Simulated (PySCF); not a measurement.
**C₆ coefficients of unlike pairs at UHF**

Calculated with PySCF 2.14 from the dipole response of each species, C₆(A,B) = (3/π) ∫ α_A(iu) α_B(iu) du, in atomic units, from isotropic polarisabilities. For ions this is the dispersion term alone; charge-induced terms of lower order in 1/R come first.

| species | configuration | basis | relativity | α (bohr³) | C₆ (like pair) |
| --- | --- | --- | --- | --- | --- |
| Sn³⁺ | [Kr] 4d10 5s1 (2S) | def2-TZVPPD with the def2 core potential (28 electrons) (7s5p4d2f) | core potential | 11.21 | 43.20 |
| Nb²⁺ | [Kr] 4d3 (4F) | aug-cc-pVDZ-PP with ECP28MDF (5s5p4d2f) | core potential | 10.41 | 53.72 |
| Tc⁺ | [Kr] 4d5 5s1 (7S) | aug-cc-pVTZ-DK (9s8p6d3f2g) | spin-free X2C | 46.85 | 355.8 |
| Bi | [Xe] 4f14 5d10 6s2 6p3 (4S) | x2c-TZVPPall with one added diffuse shell each of s, p, d, f type (12s8p7d4f) | spin-free X2C | 49.49 | 596.6 |

**Question.** Estimate C₆ for Bi with Nb²⁺.

**Answer.** The integral gives 169.9. The combination rule 2 C_A C_B / (C_A α_B/α_A + C_B α_A/α_B) gives 168.3 and the geometric mean 179.0.

No spin-orbit coupling is included, so Bi, close to jj coupling, stand for model states.

The other pairs:

| pair | C₆ |
| --- | --- |
| Tc⁺, Sn³⁺ | 117.9 |
| Nb²⁺, Sn³⁺ | 47.60 |
| Bi, Sn³⁺ | 156.9 |
| Tc⁺, Nb²⁺ | 125.6 |
| Bi, Tc⁺ | 455.4 |
